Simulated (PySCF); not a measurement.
**Potential energy of KS along the bond**

Set-up: basis K x2c-TZVPPall, S x2c-TZVPPall; spin-free X2C with a Gaussian nucleus; PySCF 2.14. Energies in eV from K + S in their ground configurations at the same level. State: ²Π (doublet), unpaired electrons π ↑.

All columns are PBE0. A positive dipole means K(−)S(+).

```tsv
R (Å)	E (eV)	μ (D)	Mulliken charge on K (basis-dependent)	HOMO (eV)	LUMO (eV)	Mayer bond order	⟨S²⟩
2.436	-2.082	-8.40	0.64	-4.92	-2.27	0.69	0.75
2.549	-2.367	-8.88	0.65	-4.83	-2.12	0.68	0.75
2.662	-2.521	-9.34	0.65	-4.70	-1.99	0.66	0.75
2.747	-2.575	-9.68	0.65	-4.61	-1.90	0.66	0.76
2.832	-2.590	-10.02	0.65	-4.52	-1.81	0.65	0.76
2.917	-2.575	-10.36	0.66	-4.44	-1.73	0.65	0.76
3.030	-2.522	-10.80	0.66	-4.33	-1.62	0.64	0.76
3.172	-2.418	-11.35	0.65	-4.21	-1.61	0.64	0.76
3.342	-2.261	-12.00	0.65	-4.08	-1.72	0.64	0.76
3.568	-2.031	-12.83	0.65	-3.93	-1.87	0.63	0.76
```

A fit through these points gives, at Re = 2.828 Å, μ = -10.01 D and dμ/dR = -3.97 D/Å; the reduced mass is 17.56 u.

Problem. How strong is the fundamental in the double-harmonic approximation, I = 42.26·(dμ/dR)²/μred km/mol?

Solution. I = 42.26·(-3.97)²/17.56 = 37.9 km/mol at PBE0.

The state is the lowest determinant that a PBE0 search found; another state may lie lower at other levels.
